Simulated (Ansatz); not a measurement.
Reaction (substitution at a C–C bond): `COC(=O)C(F)(F)C(F)(F)F` + HBr → `FC(F)(F)C(F)(F)Br` + `COC=O`

Computed with Ansatz on PBE0-D4/def2-TZVP structures; ΔE is electronic, products minus reactants. CCSD(T)/CBS is the MP2 limit (def2-TZVPP, def2-QZVPP) plus CCSD(T) − MP2 in def2-TZVPP, frozen cores. For Br outer-core shells are correlated without core-valence functions, which leaves a few kJ/mol of doubt a bond. Scalar relativity is left out up to krypton. Each species was taken in one conformer, which may not be the lowest.

| level | ΔE (kcal/mol) |
| --- | --- |
| CCSD/def2-TZVPP | 7.3 |
| CCSD/CBS(def2) | 6.3 |

Question: What does CCSD(T)/CBS give? (An estimate is asked.)

Answer: The calculation gave: +5.9 kcal/mol. The listed levels differ from it by 1.4, 0.4 kcal/mol.

Question: What do rigid-rotor, harmonic-oscillator terms from PBE0-D4/def2-TZVP frequencies (298.15 K, 1 bar) make of the CCSD(T)/CBS value? (An estimate is asked.)

Answer: The calculation gave: ΔZPE = +2.1 kcal/mol, ΔH = +7.3 kcal/mol, ΔS = 15 J/(mol·K), ΔG = +6.2 kcal/mol. Modes under 50 cm⁻¹ make the entropy rough.

Largest T1 diagnostic among the species: 0.015.

From PBE to PBE0 (25 % exact exchange), in def2-TZVPP and without D4, ΔE moves by +1.7 kcal/mol. Leaving LDA and LC-ωPBE aside and taking each functional with its dispersion term where it has one, the values, not all of them listed here, spread over 3.0 kcal/mol, from revPBE-D4 to CAM-B3LYP-D4. LDA lies +2.5 kcal/mol from PBE without D4. At CCSD(T), def2-SVP lies +5.8 kcal/mol from the extrapolated value and def2-TZVPP +1.1 kcal/mol.
